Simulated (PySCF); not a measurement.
**C₆ coefficients of unlike pairs at BP86**

Calculated with PySCF 2.14 from the dipole response of each species, C₆(A,B) = (3/π) ∫ α_A(iu) α_B(iu) du, in atomic units, from isotropic polarisabilities. For ions this is the dispersion term alone; charge-induced terms of lower order in 1/R come first.

```csv
species,configuration,basis,relativity,α (bohr³),C₆ (like pair)
Si²⁺,[Ne] 3s2 (1S),"x2c-TZVPPall with one added diffuse shell each of s, p, d type (6s6p4d1f)",spin-free X2C,11.42,38.82
O,[He] 2s2 2p4 (3P),aug-cc-pCVTZ-DK (7s6p4d2f),spin-free X2C,5.502,16.98
Ir²⁺,[Xe] 4f14 5d7 (4F),"x2c-TZVPPall with one added diffuse shell each of s, p, d, f type (12s8p8d4f1g)",spin-free X2C,10.86,70.55
Tc,[Kr] 4d5 5s2 (6S),dyall-av2z (22s15p11d2f),none,92.38,1055
```

(1) Estimate C₆ for Tc with Si²⁺.

No spin-orbit coupling is included.

The other pairs:

```tsv
pair	C₆
Ir²⁺, O	34.51
Ir²⁺, Si²⁺	48.69
O, Si²⁺	24.34
Tc, Ir²⁺	222.3
Tc, O	111.5
```

## Answers

(1) The integral gives 190.8. The combination rule 2 C_A C_B / (C_A α_B/α_A + C_B α_A/α_B) gives 184.3 and the geometric mean 202.3.
